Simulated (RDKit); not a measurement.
Input for RDKit: MMFF94 on C7H10S (SMILES CCCc1ccsc1).

```python
from rdkit import Chem
from rdkit.Chem import AllChem, rdDetermineBonds

blocks = [
'''18

C    -2.04549370    0.03107669    0.62348790
C    -1.45633444   -0.95433834   -0.38066051
C    -0.28701576   -0.38262682   -1.19986377
C     0.90292886    0.00158722   -0.36569171
C     1.12417285    1.30509546    0.17297499
C     2.25454544    1.39178092    0.93183110
S     3.07586463   -0.11484896    1.00652110
C     1.89321739   -0.86523775    0.01053958
H    -2.40707341    0.93285261    0.12226833
H    -1.30234301    0.33658166    1.36141757
H    -2.88704276   -0.41124024    1.15936915
H    -2.23628634   -1.28043243   -1.07490460
H    -1.11139033   -1.84970557    0.14428736
H     0.01637661   -1.12237147   -1.94416729
H    -0.63481265    0.49370314   -1.75458198
H     0.46296813    2.14139890   -0.00575719
H     2.64926093    2.25373460    1.44375033
H     1.98845756   -1.90700963   -0.25082036
''',
]
mol = None
for b in blocks:
    f = Chem.MolFromXYZBlock(b)
    rdDetermineBonds.DetermineBonds(f, charge=0)
    mol = f if mol is None else Chem.CombineMols(mol, f)
Chem.SanitizeMol(mol)
print(Chem.MolToSmiles(Chem.RemoveHs(mol)))
ff = AllChem.MMFFGetMoleculeForceField(mol, AllChem.MMFFGetMoleculeProperties(mol), nonBondedThresh=100.0, ignoreInterfragInteractions=False)
e = ff.CalcEnergy()
print(f'MMFF94 energy {e:.6f} kcal/mol')
```

It printed:

```
CCCc1ccsc1
MMFF94 energy 4.884942 kcal/mol
```

The run finished.

Cost: about 0.04 core-seconds (a rough figure).
